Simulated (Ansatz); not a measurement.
A series at Y: from `[NH2][Y]([NH2])[NH2]`, ligands are replaced one by one, each step taking up H–F and setting free NH₃; n counts the steps. Ansatz, PBE0-D4/def2-TZVP geometries. Each molecule was computed in one conformer, which needn't be the lowest.

```tsv
n	molecule	zero-point energy, PBE0-D4/def2-TZVP (kJ/mol)
0	`[NH2][Y]([NH2])[NH2]`	189.2
1	`[NH2][Y]([NH2])[F]`	131.2
2	`[NH2][Y]([F])[F]`	72.3
3	`[F][Y]([F])[F]`	?
```

Problem. By hand: fit a straight line y = ȳ + b (n − n̄) to the 3 given rows and predict n = 3.

Solution. n̄ = 1.000, ȳ = 130.90; Σ(n − n̄)(y − ȳ) = -116.90, Σ(n − n̄)² = 2.000, so b = -58.45 kJ/mol a step. Prediction: 130.90 + (-58.45) × (2.000) = 14.0 kJ/mol.

Problem. By hand: compare with the computed value, 12.4 kJ/mol, and give the steps along the whole series.

Solution. The line misses by -1.6 kJ/mol (computed minus predicted). Steps: -58.0, -58.9, -59.9 kJ/mol.

The steps differ by at most 1.9 kJ/mol, 3.2 % of a mean step, so the ligands' effects nearly add and a line is close. The miss is 0.9 % of the series' range.
